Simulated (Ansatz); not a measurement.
Computed with Ansatz on PBE0-D4/def2-TZVP structures; ΔE is electronic, products minus reactants. CCSD(T)/CBS adds triple-zeta CCSD(T) − MP2 to the extrapolated MP2 energy (def2 sets, frozen cores). This one scheme is used for every species. Functionals use def2-TZVPP. For Ge outer-core shells are correlated without core-valence functions, which leaves a few kJ/mol of doubt a bond. Scalar relativity is left out up to krypton. One conformer a species, not always the lowest.

Consider the cleavage of the Ge–Ge bond: `[SiH3][GeH2][GeH2][SiH2][GeH3]` + HCl → `[SiH3][GeH2][Cl]` + `[GeH3][SiH2][GeH3]`.

CCSD(T)/CBS gives -20.2 kJ/mol.

Question: Another level gave -26.7 kJ/mol. Which?
A. r2SCANh-D4/def2-TZVPP
B. LC-ωPBE/def2-TZVPP
C. BLYP/def2-TZVPP
D. PBE0-D4/def2-TZVPP

Answer: A. r2SCANh-D4 -26.7, LC-ωPBE -33.3, PBE0-D4 -20.7, BLYP -42.2 kJ/mol.

Largest T1 diagnostic among the species: 0.012.

At CCSD(T), def2-SVP lies −3.2 kJ/mol from the extrapolated value and def2-TZVPP −0.1 kJ/mol. The D4 term adds +15.6 kJ/mol with B3LYP and +9.6 kJ/mol with PBE0; it sums over pairs of atoms, weighted by their polarisabilities, and B3LYP, whose exchange is more repulsive, gets the larger term.

B3LYP here is the variant with VWN-RPA as its local correlation; programs differ in this.
